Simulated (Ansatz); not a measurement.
Consider the substitution at a C–O bond: `CO[SiH](O)Br` + `OC(=S)[TeH]` → `COC(=S)[TeH]` + `O[SiH](O)Br`.

Calculated with Ansatz (gas phase, PBE0-D4/def2-TZVP geometries, no zero-point term in ΔE). CCSD(T)/CBS adds triple-zeta CCSD(T) − MP2 to the extrapolated MP2 energy (def2 sets, frozen cores). DFT in def2-TZVPP. B3LYP here is the variant with VWN-RPA as its local correlation; programs differ in this. Elements past krypton have def2 core potentials. For Br, Te outer-core shells are correlated without core-valence functions, which leaves a few kJ/mol of doubt a bond. Scalar relativity is left out up to krypton. One conformer a species, not always the lowest.

`CO[SiH](O)Br`:

Z-matrix (Å, degrees):
```
C
O 1 1.412
H 1 1.090 2 107.9
H 1 1.095 2 111.2 3 119.1
H 1 1.094 2 111.1 3 -119.4
Si 2 1.622 1 126.7 3 177.5
Br 6 2.230 2 108.1 1 -51.7
O 6 1.621 2 109.4 1 -172.8
H 6 1.472 2 113.4 1 67.6
H 8 0.959 6 118.5 2 58.9
```

`OC(=S)[TeH]`:

```xyz
6

O     0.486    1.384   -0.594
C     0.450    0.105   -0.214
S     1.697   -0.884   -0.444
Te   -1.401   -0.452    0.703
H    -0.334    1.851   -0.390
H    -0.897   -2.004    0.939
```

`COC(=S)[TeH]`:

Cartesian coordinates in Å:
```
C 0.592 -0.946 0.388
O -0.673 -0.407 0.745
C -1.154 0.678 0.176
S -2.600 1.291 0.584
Te -0.143 1.773 -1.329
H 0.720 -1.827 1.013
H 0.603 -1.234 -0.665
H 1.388 -0.227 0.593
H 1.267 0.898 -1.504
```

`O[SiH](O)Br`:

```xyz
7

O    -0.978    0.194   -1.240
Si   -0.214   -0.303    0.101
O     0.208    0.985    1.008
Br    1.653   -1.425   -0.374
H    -0.550    0.847   -1.796
H    -1.134   -1.225    0.781
H     1.016    0.929    1.520
```

```csv
level,ΔE (kcal/mol),difference from CCSD(T)/CBS
PBE-D4,-4.6,-0.5
B3LYP-D4,-3.8,0.3
ωB97M-V,-3.5,0.6
B2PLYP,-3.8,0.3
PBE,-4.3,-0.2
B3LYP,-3.3,0.8
SCS-MP2/def2-TZVPP,-3.7,0.4
CCSD(T)/def2-TZVPP,-3.7,0.4
HF/def2-QZVPP,-1.6,2.5
SCS-MP2/def2-QZVPP,-3.8,0.3
CCSD(T)/CBS,-4.1,0
```

Largest T1 diagnostic among the species: 0.016.

In def2-TZVPP, CCSD(T) changes the Hartree–Fock value by −2.0 kcal/mol (the triples alone add −0.6 kcal/mol) and MP2 by −2.7 kcal/mol.
